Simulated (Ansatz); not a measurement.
CH$_{7}$ClO$_{5}$W, SMILES `C[O][W]([OH])([OH])([OH])([OH])[Cl]`. Charge 0, multiplicity 1. W takes the def2 core potential.

```xyz
15

C     1.0815   -2.1057    0.1380
O     0.7656   -0.8171    0.5689
W    -0.2136    0.6646    0.0288
O    -1.3021    1.0484    1.5385
O     1.1004    1.8159    0.7140
O    -1.1146    2.0309   -0.9602
O     0.4202    0.2781   -1.7120
Cl   -2.0047   -0.9170   -0.3915
H     1.4431   -2.0604   -0.8941
H     1.8520   -2.5279    0.7863
H     0.1797   -2.7243    0.1729
H    -2.1538    0.6079    1.6140
H     1.7790    1.5349    1.3331
H    -1.7805    2.5248   -0.4724
H    -0.0524    0.6468   -2.4642
```

Q: What are the harmonic wavenumbers in cm⁻¹ at PBE0-D4/def2-TZVP (Ansatz, finite differences of forces, unscaled)? (An estimate is asked.)

A: The calculation gave: 68, 101, 111, 125, 136, 169, 217, 234, 245, 268, 292, 328, 332, 370, 458, 480, 523, 570, 593, 648, 671, 695, 726, 743, 760, 807, 1165, 1166, 1186, 1460, 1473, 1479, 3029, 3107, 3128, 3861, 3870, 3874, 3893.

Q: Is this a minimum?

A: Yes, all 39 modes are real.

Q: Give the ideal-gas thermochemistry at 298.15 K and 1 bar (rigid rotor, harmonic oscillator; point group C1, symmetry number 1).

A: Zero-point energy 259.4 kJ/mol; H(298) − E = 294.5 kJ/mol; entropy 458.5 J/(mol·K), of which translation 180.7, rotation 124.0, vibration 153.7; G(298) − E = 157.8 kJ/mol. Modes under 100 cm⁻¹ are hindered rotations or soft bends, so the harmonic entropy is rough.

Q: And at 400, 500, 600, 800 and 1000 K?

A: 
```csv
T (K),H − E (kJ/mol),S (J/mol/K),G − E (kJ/mol)
400,315.4,518.7,108.0
500,338.4,569.7,53.5
600,363.0,614.6,-5.8
800,415.7,690.3,-136.5
1000,472.0,753.1,-281.0
```

Q: Rotational constants (cm⁻¹)?

A: 0.04709, 0.04072, 0.03239.
